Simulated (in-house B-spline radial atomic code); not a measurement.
RPA and G0W0 on Hartree-Fock: Tb V (Tb4+)

Configuration [Xe] 4f7, highest spin, mean-field start Hartree-Fock. Computed with a B-spline radial code for spherical atoms: all electrons, scalar-relativistic (spin-free one-electron X2C), finite nucleus, each spin shell either full or empty, empty states to l = 9 with an (l + 1/2)⁻⁴ tail; G0W0 by contour deformation at full frequency.

Without the two-electron picture change, the correlation of inner shells comes somewhat too large for so heavy an element.

Command:
```bash
python run_gw.py task.json out
```
Settings (radii: box in bohr, nucleus in fm):
```
Z                        65
electrons                61
configuration            [Xe] 4f7
hamiltonian              x2c
method                   hf
lmax                     9
rms_radius               5.06
spin_polarised           True
box_radius               11.96
intervals                67
```

Time taken, with all properties: 9.5 s on 1 thread of Arm Neoverse N1 (shared host).

Energies (hartree):

```
                                     term         value
                         mean-field total  -11701.72635
Hartree-Fock functional on these orbitals  -11701.72635
                      direct second order       -5.4508
                    second-order exchange         1.457
                         SOSEX correction        1.3769
```

(1) What is the RPA correlation energy, and what remains with SOSEX?

Quasi-particle levels (eV):

```csv
level,occupied,mean field,Σx - vxc,Σc,QP weight,G0W0
4f up,yes,-70.37,0.00,?,?,?
5p down,yes,-73.31,0.00,-1.14,0.969,-74.46
5p up,yes,-76.54,0.00,-0.65,0.966,-77.19
5s down,yes,-102.51,0.00,2.86,0.891,-99.65
5d up,no,-31.42,0.00,-1.35,0.980,-32.77
```

G0W0 = mean field + (Σx - vxc) + Σc, with Σc (partial-wave tail included) taken at the quasi-particle energy. Only the outer levels were computed.

(2) Where does G0W0 put 4f up?

Answers

(1) RPA gives -4.8734 hartree (-2.17 eV per electron); RPA + SOSEX gives -3.4965, and the second-order doubles (MP2) -3.9938 hartree. SOSEX takes back 28 % of the RPA value.

(2) At -68.19 eV, with Σc = 2.18 eV and a quasi-particle weight of 0.954.
